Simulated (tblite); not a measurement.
Isomers of C4H12N2Si. Method: GFN2-xTB as coded in tblite; computed harmonic values from a numerical Hessian at the method's own geometry, unscaled. Against measured fundamentals such values can be off by several per cent, at times by over 20. Modes of hydrogen on silicon can be 10 to 20 % off. One conformer each.

Electronic energies: GFN2-xTB at the same geometries; isomer energies are rough at this level and their order can be wrong.

```json
{"SMILES": "C=CCC[SiH](N)N", "electronic energy, lowest = 0 (kJ/mol)": "55.9"}
{"SMILES": "CN[C@@H]1CCN[SiH2]1", "electronic energy, lowest = 0 (kJ/mol)": "4.4"}
{"SMILES": "CN1CCCN1[SiH3]", "electronic energy, lowest = 0 (kJ/mol)": "0.0"}
{"SMILES": "NC[C@H]1CCN[SiH2]1", "electronic energy, lowest = 0 (kJ/mol)": "7.7"}
```

Q: How do GFN2-xTB zero-point energies change the relative energies?

A: 
| SMILES | ZPE (kJ/mol) | of it from modes above 1550 cm⁻¹ | electronic (kJ/mol) | with ZPE, lowest = 0 (kJ/mol) | lowest mode (cm⁻¹) | rings |
| --- | --- | --- | --- | --- | --- | --- |
| CN1CCCN1[SiH3] | 409.2 | 200.1 | 0.0 | 0.0 | 75 | 1 |
| CN[C@@H]1CCN[SiH2]1 | 417.8 | 207.9 | 4.4 | 12.9 | 87 | 1 |
| NC[C@H]1CCN[SiH2]1 | 419.8 | 220.3 | 7.7 | 18.3 | 78 | 1 |
| C=CCC[SiH](N)N | 412.1 | 233.1 | 55.9 | 58.8 | 29 | 0 |

The zero-point energies span 10.6 kJ/mol, from `CN1CCCN1[SiH3]` to `NC[C@H]1CCN[SiH2]1`. The order is unchanged.

Q: What do entropy and thermal enthalpy add at 298.15 K and 1 bar (rigid rotor, harmonic oscillator, one conformer each)?

A: 
```
             SMILES  point group  symmetry number  S (J/(mol K))  H − H(0) (kJ/mol)  ZPE + H − H(0) − TS (kJ/mol)
     CN1CCCN1[SiH3]           C1                1          380.0              25.66                         321.6
CN[C@@H]1CCN[SiH2]1           C1                1          374.2              25.24                         331.4
 NC[C@H]1CCN[SiH2]1           C1                1          373.8              25.08                         333.5
     C=CCC[SiH](N)N           C1                1          421.9              30.59                         316.9
```
